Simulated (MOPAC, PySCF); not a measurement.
C₂H₉F₃OSi₃, SMILES `CO[SiH2][Si@@H]([SiH3])C(F)(F)F` (C–O–Si–Si torsion -177°, O–Si–Si–Si torsion 25°), neutral singlet in the gas phase. 

Cartesian coordinates (Å):
```xyz
18

C      3.1495    -0.4304     0.2869
O      1.7902    -0.4758    -0.0911
Si     0.9881     0.7340    -0.9267
Si    -1.1927    -0.1213    -1.0177
Si    -1.4252    -1.6000     0.7902
C     -2.4122     1.3701    -0.7688
F     -3.7071     1.0178    -0.8983
F     -2.1800     2.3641    -1.6567
F     -2.2694     1.9054     0.4658
H      3.3916    -1.3524     0.8373
H      3.8175    -0.3672    -0.5924
H      3.3632     0.4318     0.9460
H      1.0228     2.0221    -0.1675
H      1.6107     0.9661    -2.2661
H     -1.5426    -0.7329    -2.3308
H     -2.8529    -1.9966     0.9636
H     -0.6025    -2.8142     0.5295
H     -0.9490    -0.9208     2.0271
```
Charge 0, spin multiplicity 1.

All levels are single points at this geometry (B3LYP-D3(BJ)/def2-SVP); Pople sets use spherical d functions. Orbital energies aren't observables, and empty levels follow the basis.

PM6 in MOPAC gives gap (eV) = 7.46.

Task: Estimate the gap (eV) from each of these levels: B3LYP-D3(BJ)/def2-TZVP in PySCF; B3LYP/3-21G in PySCF; B3LYP/6-311+G** in PySCF; B3LYP/6-31G* in PySCF; B3LYP/LANL2DZ in PySCF; BP86/6-31G* in PySCF; PBE/6-31G* in PySCF; HF/3-21G in PySCF; HF/6-31G* in PySCF; HF/STO-3G in PySCF; AM1 in MOPAC; PM7 in MOPAC.

Result: 
```tsv
level	gap (eV)
B3LYP-D3(BJ)/def2-TZVP in PySCF	6.87
B3LYP/3-21G in PySCF	7.01
B3LYP/6-311+G** in PySCF	6.90
B3LYP/6-31G* in PySCF	7.05
B3LYP/LANL2DZ in PySCF	7.07
BP86/6-31G* in PySCF	5.26
PBE/6-31G* in PySCF	5.17
HF/3-21G in PySCF	13.31
HF/6-31G* in PySCF	13.27
HF/STO-3G in PySCF	17.79
AM1 in MOPAC	9.14
PM7 in MOPAC	10.17
```
